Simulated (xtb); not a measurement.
xtb input:

```bash
xtb mol.xyz --gfn 2 --sp --chrg 0 --uhf 0
```
mol.xyz:
```
3

Cu    -0.32601261    -0.14402152    -0.24774018
O      1.05650955     0.35830251     0.78178674
H      1.00228917     1.31020413     0.93017126
```

### Question
What final total energy does it print?

### Answer
-8.42953 Eh (GFN2-xTB).
